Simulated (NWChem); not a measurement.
Species: Si$_{2}$NH$_{6}$OF; SMILES F[Si@@]([SiH3])(N)O

```xyz
11

N     -1.5185    -0.9720    -0.6179
Si    -0.0074    -0.4325    -0.0152
O      0.1838    -1.2207     1.4496
F      1.3060    -0.8463    -0.9320
Si     0.0095     1.9088     0.0875
H     -1.8087    -1.9467    -0.5084
H     -1.9630    -0.5222    -1.4193
H      1.1119    -1.3276     1.7214
H     -0.3571     2.4891    -1.2546
H     -0.9830     2.4058     1.1034
H      1.3755     2.4197     0.4609
```
Atoms are numbered in this order, from 1.

Computed with NWChem. The geometry was optimised at PBE-D3(BJ)/def2-SVP.

Order these by “highest occupied level (eV)”, lowest first: TPSS/cc-pVDZ; TPSS/aug-cc-pVDZ; TPSS/cc-pVTZ.

TPSS/aug-cc-pVDZ (-6.66), TPSS/cc-pVTZ (-6.55), TPSS/cc-pVDZ (-6.29)
